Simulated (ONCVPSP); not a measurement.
Pb: excitation energies, all-electron against ONCV

lead (Pb), optimised norm-conserving Vanderbilt (ONCV), made with ONCVPSP 4.0.1 (revPBE, fully relativistic). Core [Kr] 4d10 4f14, reference 5s2 5p6 5d10 6s2 6p2. Waves: 5s+6s: rc 1.15 bohr, ncon 4, nbas 7, qcut 8 1/bohr, 2 projectors; 5p+6p: rc 1.40 bohr, ncon 3, nbas 7, qcut 9.1 1/bohr, 3 projectors, debl 0.5 Ha; 5d: rc 1.75 bohr, ncon 4, nbas 8, qcut 8.8 1/bohr, 2 projectors, debl 0.5 Ha. Local part: polynomial inside 0.85 bohr (lpopt 3, dvloc0 4 Ha). Core correction: polynomial model core, fcfact 0.2.

Open shells are filled in proportion to 2j + 1.

In the d channel the program set the typed energies aside and used -0.736, 0.250 Ha (j = l + 1/2; the other j can differ).

Energies are relative to the spin-unpolarised reference configuration 5s2 5p6 5d10 6s2 6p2; without spin polarisation the order of configurations can differ from experiment.

```tsv
valence configuration	charge	ΔE all-electron (eV)	error AE − PS (meV)
5s2 5p6 5d10 6s2 6p1	+1	6.610	+0.4
5s2 5p6 5d10 6s2 6p0	+2	20.099	+0.4
```

**Question.** What are ΔE and the potential's error for 5s2 5p6 5d10 6s1 6p0?

**Answer.** ΔE = 52.363 eV all-electron; the error (AE − PS) is -1.7 meV.

**Question.** What are ΔE and the potential's error for 5s2 5p6 5d10 6s1 6p3?

**Answer.** ΔE = 8.565 eV all-electron; the error (AE − PS) is 0.0 meV.

Levels in the configuration 5s2 5p6 5d10 6s1 6p0:

| level | all-electron (eV) | pseudo (eV) |
| --- | --- | --- |
| 5s j=1/2 | -172.307 | -172.349 |
| 5p j=3/2 | -108.405 | -108.423 |
| 5p j=1/2 | -130.733 | -130.772 |
| 5d j=5/2 | -48.287 | -48.282 |
| 5d j=3/2 | -50.951 | -50.948 |
| 6s j=1/2 | -37.305 | -37.309 |
